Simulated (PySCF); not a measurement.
I²⁺ (iodine, charge +2) across methods

[Kr] 4d10 5s1 5p4, high-spin 4P determinant (an excited configuration). Calculation: PySCF 2.14, in aug-cc-pVDZ-PP with ECP28MDF (5s4p3d, 32 functions); a scalar-relativistic core potential.

```
method  E (hartree)  mean ε 5s α (eV)  mean ε 5p α (eV)  mean ε 5p β (eV)  Σ⟨r²⟩ (bohr²)   ⟨S²⟩
   PBE    -294.1631           -37.904           -26.086           -23.654          41.19  3.751
 TPSSh    -294.0893           -38.992           -26.753           -23.954          41.22  3.752
   UHF   -293.24265           -46.384           -31.059           -25.716          41.79  3.757
   M06    -294.2322           -39.595           -27.155           -24.479          41.22  3.751
   LDA    -293.7289           -38.088           -26.163           -23.876          41.19  3.751
revPBE    -294.2306           -37.874           -26.068           -23.574          41.17  3.751
 B3LYP    -294.2622           -39.693           -27.105           -24.499          41.27  3.752
r2SCAN    -294.3030           -38.931           -26.638           -23.668          41.15  3.753
  PBE0    -294.1907           -40.253           -27.527           -24.502          41.22  3.752
```

Energies and moments cover only the electrons outside the core potential.
